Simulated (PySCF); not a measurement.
## [Lu(NH3)3]3+ relaxed at several levels

Computed with PySCF 2.14.0, def2-SVP on the ligands, density fitting, scalar-relativistic core potentials, no spin-orbit coupling, vacuum. Each row is relaxed at its own level from the same template. Distances are means of the shortest metal–ligand contacts, charges and spins Mulliken's; removal energies are rigid, with the ligand's formal charge and no counterpoise, so too large; for an anion taken off a cation in vacuum most of it is the attraction of opposite charges, and multiply charged cations can part far more cheaply with an electron moved from ligand to metal. lcecp potentials hold a fixed number of 4f electrons in the core, out of states, spins and gaps.

```tsv
level	basis on the metal	point group	M–NH3 (Å)	charge on M (e)	removal of one NH3 (eV)	strongest infrared band, degenerate modes summed (cm⁻¹)	unstable modes (below −25 cm⁻¹)
BP86	lcecp-1-SVP with ECP60	C3h	2.350	1.65	4.31	–	4 (soft)
TPSS	lcecp-1-SVP with ECP60	C3	2.358	1.71	4.28	–	not given
```

(1) What does the calculation give for PBE0, lcecp-1-SVP with ECP60?

Members with unstable modes aren't minima as they stand: saddle points kept by symmetry or, where the modes are soft, flat surfaces and noise. Moved off a saddle point of the template and relaxed again: PBE0, TPSS. One start shape was tried for each, so a minimum needn't be the lowest isomer.

Results:

(1) point group: C3, M–NH3 (Å): 2.330, charge on M (e): 1.75, removal of one NH3 (eV): 4.35, strongest infrared band, degenerate modes summed (cm⁻¹): 3331, unstable modes (below −25 cm⁻¹): 0.
```xyz
13

Lu    0.0000    0.0000   -0.6486
N     2.2096    0.0152    0.0906
H     2.3739   -0.3463    1.0497
H     2.8733   -0.5461   -0.4789
H     2.6681    0.9465    0.1164
N    -1.1179    1.9060    0.0906
H    -0.8871    2.2291    1.0497
H    -0.9637    2.7614   -0.4789
H    -2.1538    1.8374    0.1164
N    -1.0917   -1.9211    0.0906
H    -1.4869   -1.8827    1.0497
H    -1.9096   -2.2153   -0.4789
H    -0.5143   -2.7839    0.1164
```
